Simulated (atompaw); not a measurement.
## Scattering properties, PAW (atompaw) potential for platinum

atompaw 4.2.0.5 input, output lines left out:

```
Pt 78
GGA-PBE scalarrelativistic loggrid 2001 logderivrange -6 5 276
6 6 5 4 0 0
6 0 1
6 1 0
5 2 9
0 0 0
c
c
c
c
c
v
c
c
c
v
v
c
c
v
c
2
2.00 1.75 1.60 1.30
y
0.35
n
n
y
0.95
n
custom polynom2 7 10 vanderbiltortho besselshape
3 0.5 troulliermartins
1.95
1.95
1.50
2.00
2.00
1.40
```

The phase is arctan(r·u′/u) with u = r·R(r), unwrapped; energies in Ry, scanned from -6 to 5 Ry. A pole is an energy at which the radial function vanishes at the test radius. The pseudo phase is shifted by a multiple of π to meet the all-electron one at the reference energy, and phase errors are pseudo minus all-electron; the curves can meet again beyond the range given. Levels narrower than the energy grid can be missing from the lists of poles.

```tsv
channel	radius (bohr)	reference energy (Ry)	poles, all-electron	poles, pseudo	unbroken range about the reference energy with phases within 0.05 rad	phase error 1 Ry above the reference energy (rad)
s	2.01	-0.42	none	none	the whole range	+0.000
p	2.01	-0.06	-3.77	-3.78, 4.64	below 1.5	-0.008
d	2.01	-0.45	0.86	0.02, 0.87	below 0.0	-3.140
```

Note: ghost state, extra bound levels that the all-electron valence spectrum of the same l lacks: s at -113.4 eV. A true bound ghost makes a file unfit for plane-wave use.

Phases in the p channel:

| E (Ry) | all-electron | pseudo |
| --- | --- | --- |
| -6.00 | 1.297 | 1.292 |
| -5.52 | 1.254 | 1.249 |
| -5.04 | 1.159 | 1.153 |
| -4.56 | 0.701 | 0.689 |
| -4.08 | -1.353 | -1.353 |
| -3.60 | -1.625 | -1.627 |
| -3.12 | -1.706 | -1.708 |
| -2.64 | -1.752 | -1.754 |
| -2.16 | -1.788 | -1.790 |
| -1.68 | -1.822 | -1.823 |
| -1.20 | -1.858 | -1.859 |
| -0.72 | -1.899 | -1.900 |
| -0.24 | -1.952 | -1.952 |
| 0.24 | -2.021 | -2.021 |
| 0.72 | -2.121 | -2.125 |
| 1.20 | -2.276 | -2.296 |
| 1.68 | -2.538 | -2.615 |
| 2.16 | -2.976 | -3.209 |
| 2.64 | -3.528 | -3.868 |
| 3.12 | -3.949 | -4.257 |
| 3.60 | -4.199 | -4.466 |
| 4.08 | -4.347 | -4.598 |
| 4.56 | -4.442 | -4.698 |
